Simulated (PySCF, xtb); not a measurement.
Al(Me)2(SH) (C2H7AlS), SMILES [CH3][Al]([CH3])[SH]. The values are those of a single conformer.

Harmonic wavenumbers (cm⁻¹) from GFN2-xTB (xtb) at its own minimum, in rising order: 27, 76, 112, 134, 149, 182, 427, 484, 499, 537, 548, 601, 644, 705, 1292, 1302, 1439, 1446, 1450, 1452, 2399, 2911, 2913, 2921, 2929, 2941, 2953.

### Question
What does PBE-D3(BJ)/def2-SVP (PySCF 2.14.0) give at its own minimum? (An estimate is asked for; the answer gives what the named calculation found.)

### Answer
20, 47, 145, 155, 168, 286, 421, 562, 570, 592, 616, 655, 719, 727, 1164, 1165, 1370, 1371, 1377, 1382, 2618, 2961, 2963, 3048, 3050, 3072, 3075. Paired by order, the mean absolute difference is 75 cm⁻¹ and the zero-point energies are 47.8 and 49.0 kcal/mol.
